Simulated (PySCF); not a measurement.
SiCl2Br2, SMILES Br[Si](Cl)(Br)Cl.

Geometry: PBE-D3(BJ)/def2-SVP.

All values below come from PBE-D3(BJ)/def2-SVP in PySCF.

Frequencies are harmonic and unscaled.

```json
[
 {"mode": "1", "ν (cm⁻¹)": "101", "IR (km/mol)": "0.1", "moving atoms (share of kinetic energy)": "Br 64 %, Cl 32 %"},
 {"mode": "2", "ν (cm⁻¹)": "112", "IR (km/mol)": "0.0", "moving atoms (share of kinetic energy)": "Cl 73 %, Br 27 %"},
 {"mode": "3", "ν (cm⁻¹)": "162", "IR (km/mol)": "3.0", "moving atoms (share of kinetic energy)": "Cl 49 %, Br 47 %"},
 {"mode": "4", "ν (cm⁻¹)": "170", "IR (km/mol)": "2.3", "moving atoms (share of kinetic energy)": "Cl 58 %, Br 36 %"},
 {"mode": "5", "ν (cm⁻¹)": "172", "IR (km/mol)": "2.7", "moving atoms (share of kinetic energy)": "Cl 61 %, Si 22 %, Br 17 %"},
 {"mode": "6", "ν (cm⁻¹)": "313", "IR (km/mol)": "4.8", "moving atoms (share of kinetic energy)": "Cl 53 %, Br 35 %, Si 12 %"},
 {"mode": "7", "ν (cm⁻¹)": "497", "IR (km/mol)": "164.6", "moving atoms (share of kinetic energy)": "Si 84 %, Br 16 %"},
 {"mode": "8", "ν (cm⁻¹)": "564", "IR (km/mol)": "151.9", "moving atoms (share of kinetic energy)": "Si 67 %, Cl 30 %"},
 {"mode": "9", "ν (cm⁻¹)": "603", "IR (km/mol)": "144.0", "moving atoms (share of kinetic energy)": "Si 66 %, Cl 34 %"}
]
```
